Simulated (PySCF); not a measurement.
**DyO: energy against distance**

Set-up: PySCF, spin-free X2C with a Gaussian nucleus, basis sets Dy x2c-SVPall, O x2c-SVPall. Energies in eV from Dy (4f10 6s2) + O in their ground configurations at the same level. All curves are PBE0. state 1: septet, about 9.1 electrons in the 4f shell (Mulliken), real f orbitals that mix terms; state 2: Ms = 2 determinant of mixed spin, about 9.2 electrons in the 4f shell (Mulliken), real f orbitals that mix terms, a second solution, started from another occupation; state 3: quintet, about 9.9 electrons in the 4f shell (Mulliken), real f orbitals that mix terms, a second solution, started from another occupation.

```
R (Å)  state 1  state 2  state 3
1.538   -4.064   -4.140   -2.088
1.610   -5.048   -5.091   -3.099
1.682   -5.604   -5.615   -3.752
1.735   -5.803   -5.792   -4.055
1.789   -5.857   -5.826   -4.231
1.843   -5.796   -5.747   -4.301
1.914   -5.578   -5.511   -4.263
2.004   -5.150   -5.069   -4.063
2.111   -4.497   -4.421   -3.690
2.254   -3.517   -3.506   -3.184
```

Put a parabola through the three lowest points of the state 1 curve and estimate Re, k and ωe (reduced mass 14.57 u; 1 eV/Å² = 0.16022 mdyn/Å; ωe = 1302.8·√(k/μ) cm⁻¹).

Through R = 1.735, 1.789, 1.843 Å the second-order coefficient is 19.7 eV/Å², so Re ≈ 1.787 Å, k ≈ 6.32 mdyn/Å and ωe ≈ 858 cm⁻¹. A polynomial fit of higher order to the unrounded PBE0 energies gives Re = 1.785 Å, k = 6.49 mdyn/Å, ωe = 869 cm⁻¹; anharmonicity and rounding make the difference.

The higher-order fit for each curve: state 1: Re = 1.785 Å, ωe = 869 cm⁻¹, De = 5.86 eV; state 2: Re = 1.776 Å, ωe = 878 cm⁻¹, minimum 5.83 eV below the ground-state fragments; state 3: Re = 1.858 Å, ωe = 722 cm⁻¹, minimum 4.30 eV below the ground-state fragments.

⟨S²⟩ of the unrestricted solution departs from its pure value on part of the curve, where spin states mix. These are scalar-relativistic numbers at best; spin–orbit coupling would shift them, the dissociation energy most. With d or f electrons several states lie close, and the lowest PBE0 determinant need not be the measured ground state.
